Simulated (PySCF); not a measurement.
SMILES F[SiH2][CH2][GeH3] (CH₇FGeSi), PBE0/def2-SVP optimised geometry.

```
11

Si     0.78    -1.35     0.00
F      2.41    -1.35     0.00
C      0.16     0.40     0.00
Ge    -1.80     0.58     0.03
H      0.34    -2.07     1.22
H      0.34    -2.07    -1.22
H      0.53     0.93    -0.90
H      0.56     0.93     0.88
H     -2.37    -0.07     1.30
H     -2.41    -0.11    -1.20
H     -2.18     2.07     0.02
```

Density from PBE0/def2-TZVP (PySCF) at that geometry.

Minimum of the electron density along straight lines between bonded atoms, close to the bond critical point (lines longer than 1.1 times the sum of covalent radii, or with two minima, are not listed):

| bond | length / Å | ρ at the minimum / e bohr⁻³ | ∇²ρ there / e bohr⁻⁵ | position (fraction from the first atom) |
|---|---|---|---|---|
| Si1–F2 | 1.630 | 0.128 | 0.88 | 0.42 |
| Si1–C3 | 1.860 | 0.124 | (withheld) | 0.39 |
| C3–Ge4 | 1.964 | 0.122 | (withheld) | 0.53 |
| Si1–H5 | 1.491 | 0.123 | 0.13 | 0.49 |
| Si1–H6 | 1.491 | 0.123 | 0.13 | 0.49 |
| C3–H7 | 1.103 | 0.264 | -0.85 | 0.64 |
| C3–H8 | 1.103 | 0.264 | -0.85 | 0.64 |
| Ge4–H9 | 1.540 | 0.133 | 0.06 | 0.59 |
| Ge4–H10 | 1.540 | 0.133 | 0.06 | 0.59 |
| Ge4–H11 | 1.539 | 0.133 | 0.06 | 0.59 |

Problem. Fill in the missing entries.

Solution. 
- Si1–C3, ∇²ρ there / e bohr⁻⁵: 0.20
- C3–Ge4, ∇²ρ there / e bohr⁻⁵: 0.10
